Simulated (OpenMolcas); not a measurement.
Au3+ among 3 point charges of -2 e arranged as a planar triangle (D3h), 1.92 Å from the ion.
```
   1.9200    0.0000    0.0000  -2.00
  -0.9600    1.6628    0.0000  -2.00
  -0.9600   -1.6628    0.0000  -2.00
```

```yaml
Program: OpenMolcas 26.06
Method: CASSCF
Basis: ANO-RCC-VDZP [7s6p4d2f]
Scalar_Hamiltonian: DKH2, point nucleus
Active_space: 8 electrons in 5 orbitals (5d)
State_averaging: 2S+1 = 3 even, 10 roots; 2S+1 = 1 even, 15 roots
Spin-orbit_coupling: state interaction with AMFI integrals over the reference wave functions
```

(1) What is the spin-free ground state (labels of D3, the rotations of D3h)?

(2) Where is the first state of the same spin?

(3) What are the lowest two levels with spin-orbit coupling?

(4) What is χT at 300 K?

Results:

(1) 3A2, 1-fold in its orbital part, 56 % from free-ion P terms; it has the highest spin that d8 allows.

(2) 3A1 at 4240 cm-1 above the ground state.

(3) A 1-fold level A1, then a 2-fold level E 1318 cm-1 above it. Their leading multiplicities are 3 (79 %) and 3 (88 %).

(4) 0.29 cm3 K/mol.

Without dynamic correlation the repulsion within the d shell is too large (B by tens of per cent), so at a given field states of lower spin stand too high. Real 4d8 and 5d8 ions are as a rule square planar and diamagnetic. This is an electrostatic model: the charges have no orbitals. No measured value stands beside these numbers.
